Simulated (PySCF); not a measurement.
Gas-phase equilibrium of 1 mol H2O, 66 mol O2 at 800 K and 0.0100 bar, among 9 species (O2, O, HO2, H2O, H, H2O2, O3, H2, OH). Only gases are allowed; each row takes one source of thermochemistry for all species, and Cantera finds the minimum.

Method: PySCF energies (xtb for GFN2) plus ideal-gas RRHO corrections (1 bar). Table values come from the NASA 1993 polynomials. After a fit of one offset per element over all species, the range-separated, M06-2X, PBE0/def2-QZVP and CCSD(T)/def2-TZVPP enthalpies, where run, lie to one side of the table for O3 (+19 kJ/mol): a fault of the table's entry, another state or a shared error of the levels is possible; this was not checked at source. S°(298 K) at PBE0/def2-TZVP differs from the NASA 1993 table for H2O2 (-8 J/mol/K); whether the harmonic model or the table's entry is off was not settled. † marks an energy on the PBE0/def2-TZVP geometry and frequencies; other levels use their own. CCSD(T) freezes the core. Open shells (unrestricted) among the columns below: O2 (multiplicity 3), HO2 (multiplicity 2); the rest are closed-shell singlets. GFN2 has no spin-polarisation term. B3LYP is the form with VWN-RPA correlation. No R ln 2 is added for the mirror-image form of H2O2. CCSD(T) isn't extrapolated to the basis-set limit. The harmonic model lacks anharmonicity and excited electronic states, which grow with temperature; levels with a mode under 35 cm⁻¹ are left out. Strong static correlation: O3. Internal rotation in H2O2 is treated as a harmonic vibration of one conformer, which makes the entropy rough. The table's entry may be an old estimate for HO2 (not checked at source). Warning, large T1 diagnostic: O3 (CCSD(T)/def2-TZVPP†). Warning, point group unlike the PBE0 one: H2O2 (GFN2-xTB).

Molecules larger than those listed are left out.

With table thermochemistry: O2 0.99, O3 <1e-12, H2O 0.015, H2O2 <1e-12, HO2 6.7e-12.

Question: How far does the composition move with the other sources (B3LYP/def2-TZVP†, BLYP/def2-TZVP†, CCSD(T)/def2-TZVPP†, GFN2-xTB, PBE0/def2-QZVP†, PBE0/def2-TZVP)?

Answer: 
| thermochemistry | x O2 | x O3 | x H2O | x H2O2 | x HO2 |
|---|---|---|---|---|---|
| table | 0.99 | <1e-12 | 0.015 | <1e-12 | 6.7e-12 |
| B3LYP/def2-TZVP† | 0.99 | <1e-12 | 0.015 | <1e-12 | 1.8e-11 |
| BLYP/def2-TZVP† | 0.99 | <1e-12 | 0.015 | <1e-12 | 2.9e-11 |
| CCSD(T)/def2-TZVPP† | 0.99 | <1e-12 | 0.015 | <1e-12 | 5.6e-12 |
| GFN2-xTB | 1.1e-5 | 0.98 | 0.022 | 0.00064 | 1.8e-7 |
| PBE0/def2-QZVP† | 0.99 | <1e-12 | 0.015 | <1e-12 | 1.4e-11 |
| PBE0/def2-TZVP | 0.99 | <1e-12 | 0.015 | <1e-12 | 1.5e-11 |
The most sensitive of these is O3: it spans a factor of 10^12.0 over these rows; at this temperature one factor of ten is RT ln 10 = 15 kJ/mol.
